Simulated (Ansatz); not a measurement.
The same redistribution along the group Ti, Zr, Hf.

Gas-phase electronic energies from Ansatz, PBE0-D4/def2-TZVP geometries. CCSD(T)/CBS is the MP2 limit (def2-TZVPP, def2-QZVPP) plus CCSD(T) − MP2 in def2-TZVPP, frozen cores. Functionals use def2-TZVPP. Elements past krypton have def2 core potentials. For Hf, Ti, Zr outer-core shells are correlated without core-valence functions, which leaves a few kJ/mol of doubt a bond. Scalar relativity is left out up to krypton. Each species was taken in one conformer, which may not be the lowest.

```json
{"reaction": "`[OH][Ti]([F])([F])[F]` + `C=C[Si](N)(Cl)O[SiH3]` → `[NH2][Ti]([F])([F])[F]` + `C=C[Si](O)(Cl)O[SiH3]`", "CCSD(T)/CBS(def2) (eV)": "0.07"}
{"reaction": "`[OH][Zr]([F])([F])[F]` + `C=C[Si](N)(Cl)O[SiH3]` → `[NH2][Zr]([F])([F])[F]` + `C=C[Si](O)(Cl)O[SiH3]`", "CCSD(T)/CBS(def2) (eV)": "0.27"}
{"reaction": "`[OH][Hf]([F])([F])[F]` + `C=C[Si](N)(Cl)O[SiH3]` → `[NH2][Hf]([F])([F])[F]` + `C=C[Si](O)(Cl)O[SiH3]`", "CCSD(T)/CBS(def2) (eV)": "?"}
```

Fill in the missing values. (An estimate is asked.)

Ansatz gave: `[OH][Hf]([F])([F])[F]` + `C=C[Si](N)(Cl)O[SiH3]` → `[NH2][Hf]([F])([F])[F]` + `C=C[Si](O)(Cl)O[SiH3]`: +0.25 eV.

Largest T1 diagnostic: 0.024, for `[NH2][Ti]([F])([F])[F]`.
